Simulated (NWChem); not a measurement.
Species: SiAsH$_{5}$O; SMILES O[SiH2][AsH2]

```xyz
8

Si    -0.5650     1.1613    -0.0046
O      0.7047     2.2402     0.0601
As     0.0466    -1.1307     0.0113
H     -1.3839     1.4342     1.2076
H     -1.4020     1.3601    -1.2312
H      1.3680     2.1671    -0.6323
H      1.1521    -0.8868     1.0333
H      0.9999    -0.9397    -1.1664
```
Atoms are numbered in this order, from 1.

All runs: NWChem. The geometry was optimised at PBE0/def2-SVP.

For level PBE/def2-SVP:

```yaml
highest occupied level (eV): -6.13
orbital gap (eV): 5.71
```

Question: Estimate the same quantities for level B3PW91/def2-SVP.

Answer: 
- highest occupied level (eV): -7.14
- orbital gap (eV): 7.41
